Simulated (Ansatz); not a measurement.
Input file for `NB(Br)O[SiH3]`:

```yaml
crystal:
  periodic: [false, false, false]
  atoms:
    - {symbol: N, position_ang: [-0.339233, 1.270443, 1.734739]}
    - {symbol: B, position_ang: [0.227073, 0.470496, 0.748012]}
    - {symbol: Br, position_ang: [2.155545, 0.136544, 0.820315]}
    - {symbol: O, position_ang: [-0.512816, -0.073321, -0.244737]}
    - {symbol: Si, position_ang: [-0.140787, -1.042154, -1.533804]}
    - {symbol: H, position_ang: [0.193462, 1.681876, 2.478302]}
    - {symbol: H, position_ang: [-1.323892, 1.474051, 1.745052]}
    - {symbol: H, position_ang: [-1.421119, -1.281533, -2.239914]}
    - {symbol: H, position_ang: [0.815693, -0.358131, -2.437218]}
    - {symbol: H, position_ang: [0.429073, -2.329370, -1.067746]}
basis:
  gaussian: {orbitals: def2-TZVPP}
correlation: {method: ccsd_t}
output: {orbitals: {seedname: orbitals}}
```

```sh
$ ansatz run in.yaml --threads 4 --pin off --events-out ev --progress --plain --max-ram 10444MiB
```

Output of Ansatz, abridged:

```
Functional definition: HF
1539 factors; integrals over basis functions are off by at most 1.1e-3 eV
mean field evaluation 1: about -82133.8053 eV, gradient 4.6e1 eV
mean field evaluation 2: about -82134.0398 eV, gradient 4.6e1 eV
mean field evaluation 4: about -82138.2477 eV, gradient 4.0e0 eV
mean field evaluation 8: about -82138.3065 eV, gradient 2.7e-1 eV
mean field -82138.30680661 eV, -3018.5270997989 hartree, gradient 2.5e-6 eV, S^2 0.000000; 0 other end points of the search recorded, 0 dependent functions left out
17 core orbitals not correlated: weight in the atoms' cores, before any rotation towards them, 1.000 or more for the frozen orbitals, at most 0.000 for the correlated occupied ones
reference -82138.30680661 eV, -3018.5270997989 hartree; 20, 20 occupied and 216, 216 virtual orbitals, 1539 factors
second order -25.62804439 eV of doubles, -0.00000000 eV of singles
cycle   1  -25.84823650 eV  change   -2.2e-1 eV  update   1.0e-1
cycle   2  -26.45661422 eV  change   -6.1e-1 eV  update   2.9e-2
cycle   3  -26.57518415 eV  change   -1.2e-1 eV  update   1.5e-2
cycle   4  -26.55752024 eV  change    1.8e-2 eV  update   3.5e-3
cycle   5  -26.55712024 eV  change    4.0e-4 eV  update   1.5e-3
cycle   6  -26.55773219 eV  change   -6.1e-4 eV  update   4.4e-4
cycle   7  -26.55734630 eV  change    3.9e-4 eV  update   1.3e-4
cycle   8  -26.55733930 eV  change    7.0e-6 eV  update   4.7e-5
perturbative correction -0.97170336 eV, -0.0357094397 hartree
Total energy: -82165.83584927 eV, -3019.5387734568 hartree
```

Run time 4.7 min (4 threads of an Arm Neoverse V1 on a shared host); peak host memory 5.7 GiB.

Correlation energy per correlated electron: -0.688 eV. T1 diagnostic: 0.0101.
